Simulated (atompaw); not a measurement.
## u(r) = r·R(r): atom against pseudo-atom (Sr)

Columns: radius, all-electron u(r) and pseudo u(r) of the 5s shell (level -8.35 eV) of strontium in the configuration [Ar] 3d10 4s2 4p6 4d0 5s1 5p0; PBE, scalar-relativistic, PAW (atompaw) scheme, atompaw 4.2.0.5.

```
r (bohr)  all-electron   pseudo
   0.106       -0.1056  -0.0750
   0.212        0.0185  -0.1467
   0.317        0.1543  -0.2114
   0.423        0.1499  -0.2675
   0.529        0.0553  -0.3119
   0.635       -0.0634  -0.3428
   0.740       -0.1660  -0.3590
   0.846       -0.2380  -0.3602
   0.952       -0.2752  -0.3464
   1.058       -0.2806  -0.3184
   1.163       -0.2601  -0.2783
   1.269       -0.2194  -0.2270
   1.375       -0.1648  -0.1674
   1.481       -0.1013  -0.1020
   1.587       -0.0331  -0.0332
   1.692        0.0357   0.0357
   1.798        0.1041   0.1041
   1.904        0.1696   0.1696
   2.010        0.2310   0.2310
   2.115        0.2870   0.2870
   2.221        0.3383   0.3383
   2.327        0.3841   0.3841
   2.433        0.4245   0.4245
   2.538        0.4592   0.4592
   2.644        0.4891   0.4891
   2.750        0.5141   0.5141
```

Task: How many radial nodes do the two functions have?

Result: The all-electron 5s function has n − l − 1 = 4 (the table is too coarse to show those close to the nucleus); the pseudo-wave has 1, since 1 lower shell of the same l stays in the valence.

Task: At about which radius was the pseudo-wave matched?

Result: 1.85 bohr. The columns agree to 0.0005 from 1.59 bohr on; several derivatives are matched, so the curves merge somewhat inside the radius.

Task: Is the pseudo-wave norm-conserving?

Result: No, it belongs to a PAW set: the norm inside the radius is not constrained, and the difference is carried by the augmentation charge.
